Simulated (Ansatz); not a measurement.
Molecular dynamics of AlClH₂O₂

input.yaml

```yaml
crystal:
  periodic: [false, false, false]
  atoms:
    - { symbol: Al, position_ang: [-0.025653, -0.288161, -0.082324] }
    - { symbol: Cl, position_ang: [0.082586, -0.056247, 1.988094] }
    - { symbol: O, position_ang: [1.373131, -0.412242, -1.073698] }
    - { symbol: H, position_ang: [2.267155, -0.631334, -1.004514] }
    - { symbol: O, position_ang: [-1.47886, -0.336656, -0.794877] }
    - { symbol: H, position_ang: [-2.182471, -0.344927, -0.153093] }
basis:
  gaussian: { orbitals: def2-SVP }
hamiltonian:
  xc: hf
md:
  timestep: 4.0
  n_steps: 40
  ensemble: nvt_nose_hoover
  temperature: 300.0
  initial_velocities: maxwell_boltzmann
  seed: 462990
  nose_hoover: { tau: 50.0, chain_length: 3 }
```

Command:

```bash
$ ansatz run input.yaml --threads 1 --pin off --max-ram 2048MiB --backend cpu --events-out ev --progress --plain --runs-dir out
```

It goes on from the last frame of an earlier run, with new velocities.

Output, in part (step lines, the closing report, with atoms numbered from 0):

```
md step     0: t =     0.00 fs  T =   300.0 K  F+E_penalty+E_count = -23188.20829574 eV  E_kin = 0.155112 eV  conserved = -23188.05318374 eV  (27 SCF iters)
md step     1: t =     4.00 fs  T =   693.9 K  F+E_penalty+E_count = -23187.91815680 eV  E_kin = 0.358779 eV  conserved = -23187.55862070 eV  (26 SCF iters)
md step     2: t =     8.00 fs  T = 209247.2 K  F+E_penalty+E_count = -23154.12373710 eV  E_kin = 108.189150 eV  conserved = -21899.59679515 eV  (29 SCF iters)
md step     3: t =    12.00 fs  T = 113709.2 K  F+E_penalty+E_count = -23154.13462191 eV  E_kin = 58.792217 eV  conserved = -20203.23761548 eV  (60 SCF iters)
md step     4: t =    16.00 fs  T = 31223.8 K  F+E_penalty+E_count = -23169.29781701 eV  E_kin = 16.143941 eV  conserved = -20132.96671641 eV  (61 SCF iters)
md step     5: t =    20.00 fs  T =  2074.9 K  F+E_penalty+E_count = -23169.05972568 eV  E_kin = 1.072806 eV  conserved = -20132.94786368 eV  (45 SCF iters)
md step     6: t =    24.00 fs  T =   587.9 K  F+E_penalty+E_count = -23169.45012020 eV  E_kin = 0.303946 eV  conserved = -20133.00222944 eV  (46 SCF iters)
md step     7: t =    28.00 fs  T =   391.5 K  F+E_penalty+E_count = -23169.76829519 eV  E_kin = 0.202437 eV  conserved = -20133.04054543 eV  (44 SCF iters)
md step     8: t =    32.00 fs  T =   222.8 K  F+E_penalty+E_count = -23169.89085028 eV  E_kin = 0.115171 eV  conserved = -20133.05032114 eV  (44 SCF iters)
md step     9: t =    36.00 fs  T =   121.1 K  F+E_penalty+E_count = -23169.93900325 eV  E_kin = 0.062588 eV  conserved = -20133.05237075 eV  (44 SCF iters)
md step    10: t =    40.00 fs  T =    82.9 K  F+E_penalty+E_count = -23169.97731147 eV  E_kin = 0.042873 eV  conserved = -20133.05597704 eV  (44 SCF iters)
md step    11: t =    44.00 fs  T =    56.1 K  F+E_penalty+E_count = -23169.99909067 eV  E_kin = 0.028997 eV  conserved = -20133.05772769 eV  (46 SCF iters)
md step    12: t =    48.00 fs  T =    35.8 K  F+E_penalty+E_count = -23170.00895022 eV  E_kin = 0.018525 eV  conserved = -20133.05744094 eV  (139 SCF iters)
md step    13: t =    52.00 fs  T =    33.7 K  F+E_penalty+E_count = -23170.02284365 eV  E_kin = 0.017430 eV  conserved = -20133.05734487 eV  (48 SCF iters)
md step    14: t =    56.00 fs  T =    41.1 K  F+E_penalty+E_count = -23170.04303680 eV  E_kin = 0.021249 eV  conserved = -20133.05817660 eV  (47 SCF iters)
md step    15: t =    60.00 fs  T =    42.2 K  F+E_penalty+E_count = -23170.06033144 eV  E_kin = 0.021804 eV  conserved = -20133.05887899 eV  (46 SCF iters)
md step    16: t =    64.00 fs  T =    36.1 K  F+E_penalty+E_count = -23170.07122461 eV  E_kin = 0.018688 eV  conserved = -20133.05883576 eV  (47 SCF iters)
md step    17: t =    68.00 fs  T =    32.1 K  F+E_penalty+E_count = -23170.08065687 eV  E_kin = 0.016587 eV  conserved = -20133.05872756 eV  (46 SCF iters)
md step    18: t =    72.00 fs  T =    32.0 K  F+E_penalty+E_count = -23170.09132504 eV  E_kin = 0.016568 eV  conserved = -20133.05892176 eV  (47 SCF iters)
md step    19: t =    76.00 fs  T =    32.0 K  F+E_penalty+E_count = -23170.10142892 eV  E_kin = 0.016535 eV  conserved = -20133.05908120 eV  (46 SCF iters)
md step    20: t =    80.00 fs  T =    30.6 K  F+E_penalty+E_count = -23170.11006438 eV  E_kin = 0.015844 eV  conserved = -20133.05912111 eV  (44 SCF iters)
md step    21: t =    84.00 fs  T =    29.1 K  F+E_penalty+E_count = -23170.11777414 eV  E_kin = 0.015031 eV  conserved = -20133.05918673 eV  (45 SCF iters)
md step    22: t =    88.00 fs  T =    27.3 K  F+E_penalty+E_count = -23170.12455179 eV  E_kin = 0.014108 eV  conserved = -20133.05925640 eV  (43 SCF iters)
md step    23: t =    92.00 fs  T =    25.2 K  F+E_penalty+E_count = -23170.13029190 eV  E_kin = 0.013033 eV  conserved = -20133.05927287 eV  (44 SCF iters)
md step    24: t =    96.00 fs  T =    23.4 K  F+E_penalty+E_count = -23170.13540323 eV  E_kin = 0.012091 eV  conserved = -20133.05929535 eV  (44 SCF iters)
md step    25: t =   100.00 fs  T =    21.8 K  F+E_penalty+E_count = -23170.14001022 eV  E_kin = 0.011267 eV  conserved = -20133.05935295 eV  (44 SCF iters)
md step    26: t =   104.00 fs  T =    19.9 K  F+E_penalty+E_count = -23170.14378735 eV  E_kin = 0.010264 eV  conserved = -20133.05939016 eV  (45 SCF iters)
md step    27: t =   108.00 fs  T =    17.6 K  F+E_penalty+E_count = -23170.14672550 eV  E_kin = 0.009114 eV  conserved = -20133.05939230 eV  (44 SCF iters)
md step    28: t =   112.00 fs  T =    15.6 K  F+E_penalty+E_count = -23170.14917901 eV  E_kin = 0.008085 eV  conserved = -20133.05939947 eV  (45 SCF iters)
md step    29: t =   116.00 fs  T =    14.0 K  F+E_penalty+E_count = -23170.15130270 eV  E_kin = 0.007223 eV  conserved = -20133.05942153 eV  (44 SCF iters)
md step    30: t =   120.00 fs  T =    12.4 K  F+E_penalty+E_count = -23170.15300868 eV  E_kin = 0.006391 eV  conserved = -20133.05943628 eV  (44 SCF iters)
md step    31: t =   124.00 fs  T =    10.7 K  F+E_penalty+E_count = -23170.15429456 eV  E_kin = 0.005555 eV  conserved = -20133.05944067 eV  (43 SCF iters)
md step    32: t =   128.00 fs  T =     9.2 K  F+E_penalty+E_count = -23170.15526232 eV  E_kin = 0.004769 eV  conserved = -20133.05944596 eV  (44 SCF iters)
md step    33: t =   132.00 fs  T =     7.8 K  F+E_penalty+E_count = -23170.15596994 eV  E_kin = 0.004047 eV  conserved = -20133.05945046 eV  (46 SCF iters)
md step    34: t =   136.00 fs  T =     6.6 K  F+E_penalty+E_count = -23170.15646369 eV  E_kin = 0.003393 eV  conserved = -20133.05945054 eV  (45 SCF iters)
md step    35: t =   140.00 fs  T =     5.5 K  F+E_penalty+E_count = -23170.15682093 eV  E_kin = 0.002834 eV  conserved = -20133.05945238 eV  (46 SCF iters)
md step    36: t =   144.00 fs  T =     4.6 K  F+E_penalty+E_count = -23170.15707384 eV  E_kin = 0.002357 eV  conserved = -20133.05945733 eV  (46 SCF iters)
md step    37: t =   148.00 fs  T =     3.7 K  F+E_penalty+E_count = -23170.15720964 eV  E_kin = 0.001924 eV  conserved = -20133.05945836 eV  (46 SCF iters)
md step    38: t =   152.00 fs  T =     3.0 K  F+E_penalty+E_count = -23170.15726358 eV  E_kin = 0.001545 eV  conserved = -20133.05945537 eV  (46 SCF iters)
md step    39: t =   156.00 fs  T =     2.4 K  F+E_penalty+E_count = -23170.15730656 eV  E_kin = 0.001256 eV  conserved = -20133.05945493 eV  (36 SCF iters)
md step    40: t =   160.00 fs  T =     2.0 K  F+E_penalty+E_count = -23170.15735873 eV  E_kin = 0.001048 eV  conserved = -20133.05945688 eV  (56 SCF iters)
Total energy: -23170.15735873 eV, -851.4875776366 hartree
Atom 0 at    -0.251901    -0.175731     0.077449 Å, force     0.033051    -0.031921    -0.014347 eV/Å
Atom 1 at     0.191297    -0.085357     2.072735 Å, force    -0.010101     0.014519     0.018166 eV/Å
Atom 2 at     0.166218    -0.060906    -1.546102 Å, force     0.004972     0.013330    -0.001345 eV/Å
Atom 3 at    24.611536    -6.413025     1.839424 Å, force    -0.007067     0.001421     0.000483 eV/Å
Atom 4 at    -1.282379    -0.457800    -1.218552 Å, force    -0.028388     0.004044    -0.002372 eV/Å
Atom 5 at    -6.256378    -0.202544     3.972119 Å, force     0.007534    -0.001392    -0.000585 eV/Å
Dipole moment:     0.439576     0.010407     0.901068 e Å
```

All steps were run. The conserved energy changed by up to 510000 meV per atom, so the integration failed: the time step of 4 fs is too long for the fastest motions that this run met, and the later frames carry no physical meaning.

Parted: O3–H4 0.92 → 25.48 Å, O5–H6 0.95 → 7.19 Å. Joined: O3–O5 2.87 → 1.54 Å. It ends as AlClO2 + H + H. Pairs count as bonded within 1.25 times the sum of covalent radii (0.12 Å more for H–H).

Last frame:

```xyz
6
Properties=species:S:1:pos:R:3
Al -0.252 -0.176 0.077
Cl 0.191 -0.085 2.073
O 0.166 -0.061 -1.546
H 24.611 -6.413 1.839
O -1.282 -0.458 -1.219
H -6.256 -0.203 3.972
```

Run time: 35 s on 1 thread of AMD EPYC 7R43 64-Core Processor (Zen 3), on a shared host, peak memory 0.14 GiB.
